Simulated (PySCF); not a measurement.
Radial density of C (carbon, neutral)

UHF, [He] 2s1 2p2 3d1, one real determinant (an excited configuration). Computed with PySCF 2.14 in aug-cc-pwCVTZ (7s6p4d2f, 59 functions), with the non-relativistic Hamiltonian (point nucleus).

| r (bohr) | 4πr²ρ (e/bohr) | 4πr²(ρα − ρβ) |
| --- | --- | --- |
| 0.00499 | 0.03686 | 0.0010 |
| 0.00839 | 0.1005 | 0.0028 |
| 0.0141 | 0.2647 | 0.0073 |
| 0.0238 | 0.6687 | 0.0184 |
| 0.0399 | 1.558 | 0.0425 |
| 0.0672 | 3.197 | 0.0856 |
| 0.113 | 5.280 | 0.1364 |
| 0.190 | 6.139 | 0.1568 |
| 0.320 | 4.118 | 0.2027 |
| 0.538 | 1.722 | 0.7257 |
| 0.905 | 1.853 | 1.7993 |
| 1.52 | 1.684 | 1.6838 |
| 2.56 | 0.5692 | 0.5692 |
| 4.31 | 0.3510 | 0.3510 |
| 7.24 | 0.008813 | 0.0088 |

⟨L²⟩ = 8.00 against 12 for a pure F term, so this real determinant mixes terms. The outer electron is Rydberg-like, and this basis confines it to a smaller radius and binds it less than a complete one would. At UHF the highest occupied level has a positive energy, so only the finite basis holds that electron; for this excited configuration the basis is too tight for the outer shell.
